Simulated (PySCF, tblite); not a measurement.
Isomers of C3H2ClF3O, one GFN2-xTB conformer each. Single-point energies are computed at PBE0/pcSseg-1 (PySCF, gas phase, no added dispersion term), electronic only.

| SMILES | GFN2-xTB relative energy (kcal/mol) |
| --- | --- |
| O=C(Cl)CC(F)(F)F | 0.0 |
| FC(F)(Cl)[C@]1(F)CO1 | 26.2 |

Conformers: `[O:1]=[C:2]([Cl:3])[CH2:4][C:5]([F:6])([F:7])[F:8]` with O1–C2–C4–C5 -100°; `[F:1][C:2]([F:3])([Cl:4])[C@:5]1([F:6])[CH2:7][O:8]1` with F1–C2–C5–F6 62°.

What does PBE0/pcSseg-1 give for the same structures?

```csv
SMILES,PBE0/pcSseg-1 E (Eh),PBE0/pcSseg-1 (kcal/mol),GFN2-xTB (kcal/mol),point group
O=C(Cl)CC(F)(F)F,-949.78694,0.0,0.0,C1
FC(F)(Cl)[C@]1(F)CO1,-949.72119,41.3,26.2,C1
```

Both levels put the same isomer lowest. As drawn, the lower has a C=O bond, which the higher lacks; the higher has a three-membered ring, which the lower lacks.

Which frontier levels, dipoles and rotational constants go with these structures?

```json
{"SMILES": "O=C(Cl)CC(F)(F)F", "HOMO (eV, PBE0/pcSseg-1)": "-9.12", "LUMO (eV)": "-1.73", "dipole (D)": "2.37", "A, B, C (MHz)": "2941, 1162, 995.7"}
{"SMILES": "FC(F)(Cl)[C@]1(F)CO1", "HOMO (eV, PBE0/pcSseg-1)": "-9.31", "LUMO (eV)": "0.03", "dipole (D)": "2.17", "A, B, C (MHz)": "2495, 1479, 1344"}
```

What happens when harmonic zero-point energies from GFN2-xTB frequencies are added?

```tsv
SMILES	ZPE (kcal/mol)	electronic (kcal/mol)	with ZPE (kcal/mol)
O=C(Cl)CC(F)(F)F	31.5	0.0	0.0
FC(F)(Cl)[C@]1(F)CO1	31.5	41.3	41.2
```

The zero-point energies span 0.0 kcal/mol. The order is unchanged.
